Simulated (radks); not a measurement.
Problem. All-electron atom: the gadolinium ion Gd26+ in [Kr] 4d2. Calculated with a radial shooting solver on a logarithmic mesh with Libxc functionals: scalar-relativistic Kohn-Sham, r2SCAN, spin-polarised, spherical densities, finite nucleus; open shells are filled with parallel spins first (spin-orbit coupling, left out, can overturn this in heavy ions); meta-GGA in the generalised Kohn-Sham scheme; Fermi nuclear charge, rms radius 5.1569 fm. Some entries of the table are withheld. Estimate them.

orbital,occ.,eigenvalue (eV),r(max) (bohr)
1s down,1,-51025.68,0.01392
1s up,1,-51025.68,0.01392
2s up,1,-9160.883,0.07896
2s down,1,-9158.389,0.07895
2p up,3,-8244.052,0.06394
2p down,3,-8242.138,0.06393
3s up,1,-2676.977,0.2231
3s down,1,-2676.343,0.2232
3p up,3,-2391.219,0.2188
3p down,3,-2390.331,0.2189
3d up,5,-2018.979,0.1790
3d down,5,-2017.152,0.1791
4s up,1,-1117.175,(1)
4s down,1,-1110.647,(2)
4p up,3,-1013.339,(3)
4p down,3,-1006.847,(4)
4d up,2,(5),0.5093
4d down,0,(6),0.5092

Solution. 
(1) 4s up r(max) (bohr): 0.4939
(2) 4s down r(max) (bohr): 0.4938
(3) 4p up r(max) (bohr): 0.5082
(4) 4p down r(max) (bohr): 0.5081
(5) 4d up eigenvalue (eV): -872.1921
(6) 4d down eigenvalue (eV): -865.6638
